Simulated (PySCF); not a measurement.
Al(Me)(OH)2 cation (CH5AlO2), SMILES [CH3][Al]([OH])[OH] (connectivity only; charge and spin as stated), charge +1, multiplicity 2.

Geometry: PBE0-D3(BJ)/def2-SVP. The multiplicity is an assumed one; other spin states were not compared. The isomer is the one that the SMILES or the coordinates give; other isomers of the formula were not compared. One conformer was computed; it need not be the lowest.

All values below come from PySCF 2.14.0 with PBE0-D3(BJ)/def2-SVP.

Frequencies are harmonic and unscaled.

```
mode  ν (cm⁻¹)  IR (km/mol)  moving atoms (share of kinetic energy)
----  --------  -----------  --------------------------------------
1            6          1.1                                  H 96 %
2          131          3.4         O 36 %, C 33 %, H 20 %, Al 11 %
3          164        145.9                 O 51 %, H 24 %, Al 21 %
4          185        110.6                 Al 43 %, O 33 %, H 24 %
5          240         36.1                   H 75 %, O 13 %, C 8 %
6          245         26.5                           H 83 %, O 9 %
7          287         38.0                          H 85 %, Al 8 %
8          297         44.9                 H 55 %, C 29 %, Al 11 %
9          349        192.5                           H 86 %, O 8 %
10         366        129.0                  H 68 %, O 19 %, Al 9 %
11         440          3.3                 H 65 %, C 22 %, Al 11 %
12         824         11.2                          O 80 %, H 12 %
13         983          1.2                          H 79 %, C 19 %
14        1155        126.4                         Al 52 %, O 41 %
15        1321         19.4                          H 90 %, C 10 %
16        1380         15.1                                  H 92 %
17        3032         39.2                                  H 99 %
18        3207         39.4                          H 89 %, C 11 %
19        3287         30.6                          H 90 %, C 10 %
20        3979        418.7                                  H 94 %
21        4025        500.9                                  H 93 %
```
